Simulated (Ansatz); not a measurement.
A run for Ansatz (a program for electronic structure): R-B97M-V/def2-TZVPP on H2 (SMILES [H][H]).

Ansatz 0.2 input:
```yaml
crystal:
  periodic: [false, false, false]
  atoms:
    - {symbol: H, position_ang: [0.00000000, 0.00000000, 0.37198582]}
    - {symbol: H, position_ang: [-0.00000000, -0.00000000, -0.37198582]}
basis:
  gaussian:
    orbitals: def2-TZVPP
hamiltonian:
  xc: {name: B97M-V}
scf: {lower_state_search: off}
```

Program output:

```
WARN ansatz: RAYON_NUM_THREADS=4 ignored (pool sized by the plan → 4); use --threads N
Functional definition: B97M-V
these checks for a lower state are left out or cut short: stability, starts, cluster_reference, orbital_swaps, neighbouring_geometries, increment
integrals: 0.00 GiB planned
118 factors; their error is unknown
mean field: 0.06 GiB planned
mean field evaluation 1: about -31.7650 eV, gradient 5.2e0 eV
mean field evaluation 2: about -31.8991 eV, gradient 1.3e0 eV
mean field evaluation 4: about -31.9061 eV, gradient 1.0e-1 eV
mean field evaluation 8: about -31.9061 eV, gradient 8.0e-6 eV
mean field -31.90610547 eV, -1.1725277493 hartree, gradient 8.0e-6 eV, S^2 0.000000; 0 other end points of the search recorded, 0 dependent functions left out
reference -31.90613514 eV, -1.1725288396 hartree; 1, 1 occupied and 27, 27 virtual orbitals, 118 factors
Total energy: -31.90613514 eV, -1.1725288396 hartree
Checks for a lower state left out: stability, starts, cluster_reference, orbital_swaps, neighbouring_geometries, increment
```

The run converged.

Cost: around 0.25 core-seconds (rough).
